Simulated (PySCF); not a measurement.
Isomers of C5H10OSi3, one GFN2-xTB conformer each. Single-point energies are computed at PBE0/pcSseg-1 (PySCF, gas phase, no added dispersion term), electronic only.

**Question.** Rank them by PBE0/pcSseg-1 energy, lowest first (kcal/mol).
A. `[CH:1]#[C:2][Si:3]([C:4]#[CH:5])([O:6][SiH3:7])[SiH2:8][CH3:9]` with C2–Si3–O6–Si7 50°, C2–Si3–Si8–C9 58°
B. `C1[SiH2]O[SiH2][Si@H](C#CC)C=1`
C. `[CH:1]#[C:2][C@@H:3]1[CH:4]=[CH:5][SiH2:6][Si@H:7]1[O:8][SiH3:9]` with Si6–Si7–O8–Si9 49°

**Answer.** B (0.0), C (20.4), A (33.7).

As drawn, the lowest has a C=C bond outside aromatic rings, which the highest lacks. GFN2-xTB itself gives, in the same order: 0.0, 2.1, 35.7. Both levels put the same isomer lowest; measured from each level's own lowest isomer, the values differ by up to 18.3 kcal/mol (C#C[C@@H]1C=C[SiH2][Si@H]1O[SiH3]: 2.1 against 20.4).

**Question.** Which frontier levels, dipoles and rotational constants go with these structures?

**Answer.** 
| SMILES | HOMO (eV, PBE0/pcSseg-1) | LUMO (eV) | dipole (D) | A, B, C (MHz) |
| --- | --- | --- | --- | --- |
| CC#C[Si@@H]1C=C[SiH2]O[SiH2]1 | -7.30 | -0.80 | 2.09 | 1791, 532.2, 463.9 |
| C#C[C@@H]1C=C[SiH2][Si@H]1O[SiH3] | -7.14 | -0.72 | 0.88 | 1289, 728.8, 567.8 |
| C#C[Si](C#C)(O[SiH3])[SiH2]C | -7.90 | -1.03 | 0.79 | 965.8, 663.3, 600.2 |
